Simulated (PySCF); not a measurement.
Gas-phase reaction: HfCl₄.H₂O + 4 HOCl = HfO₂ + 4 Cl₂ + 3 H₂O. Level: PBE0/def2-QZVP†; standard pressure 1 bar.

Method: PySCF energies plus ideal-gas RRHO corrections (1 bar). † marks an energy on the PBE0/def2-TZVP geometry and frequencies. All species are closed-shell singlets. Hf: scalar-relativistic def2 core potential, no spin-orbit coupling. Adducts (HfCl₄.H₂O) have no counterpoise correction, and HF, PBE, BLYP, B3LYP and PBE0 lack dispersion. HfCl₄.H₂O: computed as isolated molecules; such fragments, hydroxides, amides, oligomers or adducts are transient or little studied in the gas. The harmonic model lacks anharmonicity and excited electronic states, which grow with temperature; levels with a mode under 35 cm⁻¹ are left out. Soft modes under 120 cm⁻¹ make the harmonic entropy rough for HfCl₄.H₂O.

```
T (K)  1000/T (1/K)  log10 K
-----  ------------  -------
1000         1.0000   -11.93
1200         0.8333    -7.24
1400         0.7143        ?
1600         0.6250    -1.47
1800         0.5556     0.42
2000         0.5000     1.91
```

Problem. Fit log10 K = a + b·(1000/T) to the five rows, get the mean ΔH° and ΔS°, and predict log10 K at 1400 K.

Solution. Means: 1000/T = 0.7028, log10 K = -3.662. Sums of products about the means: Sxy = -4.82559, Sxx = 0.174207, so b = Sxy/Sxx = -27.70 and a = -3.662 − (-27.70)×0.7028 = 15.81.
ΔH° = −R ln 10 × 1000 K × b = −19.145 × (-27.70) = 530 kJ; ΔS° = R ln 10 × a = 303 J/K. The run's own values go from 542 kJ and 314 J/K at 1000 K to 510 kJ and 292 J/K at 2000 K.
Prediction at 1400 K: 15.81 + (-27.70)×0.7143 = -3.98. The computed value is -3.92, 0.06 from the line.
For scale, ΔH°(298 K) is 559 kJ at this level, 618 kJ at ωB97M-V/def2-TZVP†, and runs from 484 to 678 kJ over the 16 levels computed.
